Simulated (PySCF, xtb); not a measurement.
B(F)(OH)2 (BFH₂O₂), SMILES FB(O)O.

xtb with GFN2-xTB at its own geometry gives an orbital gap of 8.90 eV and a dipole moment of 0.95 D.

The structure is a stationary point at PBE0-D3(BJ)/def2-SVP. One conformer was computed; it need not be the lowest.

Q: What does M06-2X/def2-TZVPD (PySCF) give? (Estimate from the structure and the level; the computed values follow.)

A: gap 11.30 eV (levels -11.52 and -0.22 eV), dipole 1.34 D.
